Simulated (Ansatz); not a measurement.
Ansatz (a program for electronic structure) input file for Si(H)(Me)2(PH2) (C₂H₉PSi), SMILES C[SiH](C)P, PBE0-D3(BJ)/def2-SVP. 

Ansatz 0.2 input:
```yaml
crystal:
  periodic: [false, false, false]
  atoms:
    - {symbol: Si, position_ang: [-0.37927068, 0.38311327, 0.27816256]}
    - {symbol: C, position_ang: [0.00875893, 1.81055318, -0.93028511]}
    - {symbol: C, position_ang: [-1.90411536, -0.58428400, -0.32403387]}
    - {symbol: P, position_ang: [1.32101072, -1.08814795, 0.47415212]}
    - {symbol: H, position_ang: [-0.61373527, 0.92982463, 1.62585902]}
    - {symbol: H, position_ang: [0.20481588, 1.43813327, -1.93270483]}
    - {symbol: H, position_ang: [0.88453316, 2.36804693, -0.61034906]}
    - {symbol: H, position_ang: [-0.82113448, 2.50777352, -0.99424706]}
    - {symbol: H, position_ang: [-2.13896482, -1.39593087, 0.35805713]}
    - {symbol: H, position_ang: [-1.73864527, -1.01947405, -1.30597551]}
    - {symbol: H, position_ang: [-2.77599944, 0.05874943, -0.38878256]}
    - {symbol: H, position_ang: [1.57574173, -1.16855084, -0.88354173]}
    - {symbol: H, position_ang: [2.29015602, -0.11755371, 0.65104089]}
basis:
  gaussian:
    orbitals: def2-SVP
hamiltonian:
  xc: pbe0
  dispersion: d3bj
relax: {f_tol: 0.002, max_steps: 200}
```

Log of the run:

```
WARN ansatz: RAYON_NUM_THREADS=1 ignored (pool sized by the plan → 1); use --threads N
Functional definition: PBE0
integrals: 0.07 GiB planned
1169 factors; integrals over basis functions are off by at most 3.4e-4 eV
mean field: 0.46 GiB planned
mean field evaluation 1: about -19364.0094 eV, gradient 5.5e1 eV
mean field evaluation 2: about -19362.0018 eV, gradient 5.9e1 eV
mean field evaluation 4: about -19371.2716 eV, gradient 1.4e0 eV
mean field evaluation 8: about -19371.2834 eV, gradient 1.7e-2 eV
mean field -19371.28344160 eV, -711.8815361512 hartree, gradient 3.5e-5 eV, S^2 0.000000; 0 other end points of the search recorded, 0 dependent functions left out
the calculation of the forces begins
reference -19371.28346974 eV, -711.8815371855 hartree; 25, 25 occupied and 84, 84 virtual orbitals, 1169 factors
relax step   1: F+E_penalty+E_count = -19371.55226000 eV  Δ(F+E_penalty+E_count) = +0.000e0 eV  max|allowed force component| = 1.079e0 eV/Å  Δτ_max = 0.0000 Å  (23 SCF iters, accepted)
these checks for a lower state are left out or cut short: starts, cluster_reference, orbital_swaps, neighbouring_geometries, increment
integrals: 0.07 GiB planned
1169 factors; integrals over basis functions are off by at most 3.4e-4 eV
mean field: 0.46 GiB planned
mean field evaluation 16: about -19371.3615 eV, gradient 1.7e-2 eV
mean field -19371.36728673 eV, -711.8846174028 hartree, gradient 3.7e-5 eV, S^2 0.000000; 0 other end points of the search recorded, 0 dependent functions left out
the calculation of the forces begins
reference -19371.36731482 eV, -711.8846184355 hartree; 25, 25 occupied and 84, 84 virtual orbitals, 1169 factors
relax step   2: F+E_penalty+E_count = -19371.63630203 eV  Δ(F+E_penalty+E_count) = -8.404e-2 eV  max|allowed force component| = 3.609e-1 eV/Å  Δτ_max = 0.0546 Å  (23 SCF iters, accepted)
these checks for a lower state are left out or cut short: starts, cluster_reference, orbital_swaps, neighbouring_geometries, increment
integrals: 0.07 GiB planned
1169 factors; integrals over basis functions are off by at most 3.5e-4 eV
mean field: 0.46 GiB planned
mean field -19371.37549217 eV, -711.8849189475 hartree, gradient 3.6e-5 eV, S^2 0.000000; 0 other end points of the search recorded, 0 dependent functions left out
the calculation of the forces begins
reference -19371.37552027 eV, -711.8849199801 hartree; 25, 25 occupied and 84, 84 virtual orbitals, 1169 factors
relax step   3: F+E_penalty+E_count = -19371.64521080 eV  Δ(F+E_penalty+E_count) = -8.909e-3 eV  max|allowed force component| = 1.405e-1 eV/Å  Δτ_max = 0.0570 Å  (23 SCF iters, accepted)
these checks for a lower state are left out or cut short: starts, cluster_reference, orbital_swaps, neighbouring_geometries, increment
integrals: 0.07 GiB planned
1169 factors; integrals over basis functions are off by at most 3.5e-4 eV
mean field: 0.46 GiB planned
mean field -19371.38007451 eV, -711.8850873453 hartree, gradient 4.7e-5 eV, S^2 0.000000; 0 other end points of the search recorded, 0 dependent functions left out
the calculation of the forces begins
reference -19371.38010261 eV, -711.8850883779 hartree; 25, 25 occupied and 84, 84 virtual orbitals, 1169 factors
relax step   4: F+E_penalty+E_count = -19371.64952723 eV  Δ(F+E_penalty+E_count) = -4.316e-3 eV  max|allowed force component| = 2.298e-2 eV/Å  Δτ_max = 0.0267 Å  (23 SCF iters, accepted)
these checks for a lower state are left out or cut short: starts, cluster_reference, orbital_swaps, neighbouring_geometries, increment
integrals: 0.07 GiB planned
1169 factors; integrals over basis functions are off by at most 3.4e-4 eV
mean field: 0.46 GiB planned
mean field evaluation 32: about -19371.3802 eV, gradient 5.7e-2 eV
mean field -19371.38024274 eV, -711.8850935274 hartree, gradient 4.7e-5 eV, S^2 0.000000; 0 other end points of the search recorded, 0 dependent functions left out
the calculation of the forces begins
reference -19371.38027082 eV, -711.8850945594 hartree; 25, 25 occupied and 84, 84 virtual orbitals, 1169 factors
relax step   5: F+E_penalty+E_count = -19371.64961579 eV  Δ(F+E_penalty+E_count) = -8.856e-5 eV  max|allowed force component| = 7.570e-3 eV/Å  Δτ_max = 0.0217 Å  (23 SCF iters, accepted)
these checks for a lower state are left out or cut short: starts, cluster_reference, orbital_swaps, neighbouring_geometries, increment
integrals: 0.07 GiB planned
1169 factors; integrals over basis functions are off by at most 3.4e-4 eV
mean field: 0.46 GiB planned
mean field -19371.38027169 eV, -711.8850945915 hartree, gradient 1.0e-5 eV, S^2 0.000000; 0 other end points of the search recorded, 0 dependent functions left out
the calculation of the forces begins
reference -19371.38029979 eV, -711.8850956240 hartree; 25, 25 occupied and 84, 84 virtual orbitals, 1169 factors
relax step   6: F+E_penalty+E_count = -19371.64967469 eV  Δ(F+E_penalty+E_count) = -5.890e-5 eV  max|allowed force component| = 2.098e-3 eV/Å  Δτ_max = 0.0059 Å  (21 SCF iters, accepted)
these checks for a lower state are left out or cut short: starts, cluster_reference, orbital_swaps, neighbouring_geometries, increment
integrals: 0.07 GiB planned
1169 factors; integrals over basis functions are off by at most 3.4e-4 eV
mean field: 0.46 GiB planned
mean field -19371.38025654 eV, -711.8850940348 hartree, gradient 3.1e-5 eV, S^2 0.000000; 0 other end points of the search recorded, 0 dependent functions left out
the calculation of the forces begins
reference -19371.38028464 eV, -711.8850950674 hartree; 25, 25 occupied and 84, 84 virtual orbitals, 1169 factors
relax step   7: F+E_penalty+E_count = -19371.64968268 eV  Δ(F+E_penalty+E_count) = -7.986e-6 eV  max|allowed force component| = 8.562e-4 eV/Å  Δτ_max = 0.0035 Å  (18 SCF iters, accepted)
these checks for a lower state are left out or cut short: starts, cluster_reference, orbital_swaps, neighbouring_geometries, increment
integrals: 0.07 GiB planned
1169 factors; integrals over basis functions are off by at most 3.4e-4 eV
mean field: 0.46 GiB planned
mean field -19371.38024256 eV, -711.8850935208 hartree, gradient 2.1e-5 eV, S^2 0.000000; 0 other end points of the search recorded, 0 dependent functions left out
the calculation of the forces begins
reference -19371.38027066 eV, -711.8850945535 hartree; 25, 25 occupied and 84, 84 virtual orbitals, 1169 factors
relax step   8: F+E_penalty+E_count = -19371.64968453 eV  Δ(F+E_penalty+E_count) = -1.845e-6 eV  max|allowed force component| = 7.076e-4 eV/Å  Δτ_max = 0.0028 Å  (18 SCF iters, accepted)
integrals: 0.07 GiB planned
1169 factors; integrals over basis functions are off by at most 3.4e-4 eV
mean field: 0.46 GiB planned
mean field -19371.38024256 eV, -711.8850935208 hartree, gradient 2.1e-5 eV, S^2 0.000000; 1 other end points of the search recorded, 0 dependent functions left out
the calculation of the forces begins
reference -19371.38027066 eV, -711.8850945535 hartree; 25, 25 occupied and 84, 84 virtual orbitals, 1169 factors
Total energy: -19371.64971263 eV, -711.8949963633 hartree
Atom 0 at    -0.386641     0.383786     0.257897 Å, force     0.000256    -0.000015     0.000085 eV/Å
Atom 1 at     0.008221     1.795709    -0.920714 Å, force     0.000264     0.000572    -0.000293 eV/Å
Atom 2 at    -1.895956    -0.576127    -0.322405 Å, force    -0.000328    -0.000708    -0.000654 eV/Å
Atom 3 at     1.326284    -1.092836     0.483077 Å, force     0.000521     0.000309     0.000355 eV/Å
Atom 4 at    -0.635809     0.934128     1.629213 Å, force    -0.000081     0.000111     0.000249 eV/Å
Atom 5 at     0.217579     1.411431    -1.931325 Å, force    -0.000028     0.000124     0.000044 eV/Å
Atom 6 at     0.889377     2.361249    -0.581532 Å, force     0.000191    -0.000414     0.000184 eV/Å
Atom 7 at    -0.840926     2.494819    -0.989397 Å, force    -0.000437    -0.000218    -0.000079 eV/Å
Atom 8 at    -2.136827    -1.392369     0.375331 Å, force    -0.000035    -0.000118     0.000214 eV/Å
Atom 9 at    -1.720802    -1.017001    -1.316472 Å, force    -0.000085     0.000485     0.000292 eV/Å
Atom 10 at    -2.774430     0.084451    -0.394238 Å, force     0.000012     0.000219    -0.000104 eV/Å
Atom 11 at     1.546348    -1.188758    -0.927546 Å, force    -0.000076    -0.000182    -0.000085 eV/Å
Atom 12 at     2.316735    -0.076230     0.655462 Å, force    -0.000174    -0.000166    -0.000206 eV/Å
Dipole moment:    -0.124514     0.217632    -0.243288 e Å
```

The run converged.

Cost: very roughly 30 core-seconds.
